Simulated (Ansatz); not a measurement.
Reactions of C6H4F6MgO2 (`[CH3][Mg-]1[O]C(C(F)(F)F)=CC(C(F)(F)F)=[O+]1`).

Isolated molecules relaxed with PBE0-D4/def2-TZVP in Ansatz; ΔE leaves out vibrations. CBS: MP2 limit from def2 TZ/QZ plus the TZ coupled-cluster correction, frozen cores. This one scheme is used for every species, atoms too. DFT in def2-TZVPP. B3LYP here is the variant with VWN-RPA as its local correlation; programs differ in this. No spin–orbit coupling; open shells (•) take unrestricted orbitals. Spin–orbit coupling would lower the free atoms: a little for C, F, O. Bonds to Ga, Mg are less sure, by a few kJ/mol each and by 10 to 20 or more in all where they break to atoms, as the def2 sets lack core-valence functions. Scalar relativity is left out up to krypton. Each species was taken in one conformer, which may not be the lowest.

| reaction | CCSD(T)/CBS(def2) (kJ/mol) |
| --- | --- |
| `[CH3][Mg-]1[O]C(C(F)(F)F)=CC(C(F)(F)F)=[O+]1` + `[F][GaH][Cl]` → `[CH3][MgH]` + `FC(F)(F)C1=CC(C(F)(F)F)=[O+][Ga-]([F])([Cl])[O]1` | 128 |
| `[CH3][Mg-]1[O]C(C(F)(F)F)=CC(C(F)(F)F)=[O+]1` + `[NH2][Ga]([F])[Cl]` → `[CH3][Mg][NH2]` + `FC(F)(F)C1=CC(C(F)(F)F)=[O+][Ga-]([F])([Cl])[O]1` | ? |
| `[CH3][Mg-]1[O]C(C(F)(F)F)=CC(C(F)(F)F)=[O+]1` → 6 C• + 6 F• + 4 H• + Mg (atom) + 2 O• | 8232 |
| `[CH3][Mg-]1[O]C(C(F)(F)F)=CC(C(F)(F)F)=[O+]1` + `OB(O)F` → `O[B-]1(F)OC(C(F)(F)F)=CC(C(F)(F)F)=[O+]1` + `[CH3][Mg][OH]` | 164 |
| `[CH3][Mg-]1[O]C(C(F)(F)F)=CC(C(F)(F)F)=[O+]1` + `OB(F)F` → `[CH3][Mg][F]` + `O[B-]1(F)OC(C(F)(F)F)=CC(C(F)(F)F)=[O+]1` | ? |
| `[CH3][Mg-]1[O]C(C(F)(F)F)=CC(C(F)(F)F)=[O+]1` + `[OH][Ga]([F])[Cl]` → `FC(F)(F)C1=CC(C(F)(F)F)=[O+][Ga-]([F])([Cl])[O]1` + `[CH3][Mg][OH]` | 44 |

(1) Fill in the missing values. (Estimate.)

Largest T1 diagnostic: 0.015, for `O[B-]1(F)OC(C(F)(F)F)=CC(C(F)(F)F)=[O+]1`.

## Answers

(1) The calculation gave: `[CH3][Mg-]1[O]C(C(F)(F)F)=CC(C(F)(F)F)=[O+]1` + `[NH2][Ga]([F])[Cl]` → `[CH3][Mg][NH2]` + `FC(F)(F)C1=CC(C(F)(F)F)=[O+][Ga-]([F])([Cl])[O]1`: +104.1 kJ/mol; `[CH3][Mg-]1[O]C(C(F)(F)F)=CC(C(F)(F)F)=[O+]1` + `OB(F)F` → `[CH3][Mg][F]` + `O[B-]1(F)OC(C(F)(F)F)=CC(C(F)(F)F)=[O+]1`: +117.2 kJ/mol.
